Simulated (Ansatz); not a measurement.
Computed with Ansatz on PBE0-D4/def2-TZVP structures; ΔE is electronic, products minus reactants. CBS: MP2 limit from def2 TZ/QZ plus the TZ coupled-cluster correction, frozen cores. Functionals use def2-TZVPP. B3LYP here is the variant with VWN-RPA as its local correlation; programs differ in this. For As outer-core shells are correlated without core-valence functions, which leaves a few kJ/mol of doubt a bond. Scalar relativity is left out up to krypton. One conformer a species, not always the lowest.

Consider the substitution at a C–O bond: `CO[SiH](F)OC` + `N1[SiH2][AsH]1` → `C[As]1N[SiH2]1` + `CO[SiH](O)F`.

```json
{"level": "B3LYP-D4", "ΔE (kcal/mol)": "-15.8"}
{"level": "PBE0", "ΔE (kcal/mol)": "-16.8"}
```

(1) What does CCSD(T)/CBS give? (Estimate.)

Largest T1 diagnostic among the species: 0.013.

## Answers

(1) The calculation gave: -17.5 kcal/mol. The listed levels differ from it by 1.7, 0.7 kcal/mol.

At CCSD(T), def2-SVP lies +5.9 kcal/mol from the extrapolated value and def2-TZVPP +0.2 kcal/mol. Leaving LDA and LC-ωPBE aside and taking each functional with its dispersion term where it has one, the values, not all of them listed here, spread over 2.6 kcal/mol, from PBE-QIDH to CAM-B3LYP-D4. In def2-TZVPP, CCSD(T) changes the Hartree–Fock value by −4.1 kcal/mol (the triples alone add −0.5 kcal/mol) and MP2 by −6.3 kcal/mol.
